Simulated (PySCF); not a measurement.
BGeH5O, SMILES B[O][GeH3]. Atoms are numbered in the order given.

```xyz
8

O     -0.5132     1.0546     0.0000
Ge     0.0378    -0.6646     0.0000
H     -0.5506    -1.2935     1.2695
H     -0.5506    -1.2935    -1.2695
H      1.5751    -0.6758     0.0000
B      0.2519     2.1570     0.0000
H      1.4689     2.0752     0.0000
H     -0.3067     3.2339     0.0000
```

The structure is a stationary point at PBE0-D3(BJ)/def2-SVP.

Level of theory: PBE/pcSseg-1 (PySCF).

GIAO shieldings, no solvent; atoms listed in one row are averaged. δ = σ(ref) − σ: ¹⁷O against H2O (σ = 334.3 ppm); ⁷³Ge against GeH4 (σ = 1614.4 ppm); ¹H against TMS (σ = 31.49 ppm); ¹¹B against BF3 (σ = 83.9 ppm), references at their B3LYP-D3(BJ)/def2-TZVP geometries, non-relativistic.

```csv
nucleus,atoms,count,δ (ppm)
¹⁷O,O1,1,238.4
⁷³Ge,Ge2,1,302.9
¹H,H8,1,6.05
¹H,H7,1,5.93
¹H,"H3, H4, H5",3,5.72
¹¹B,B6,1,39.2
```
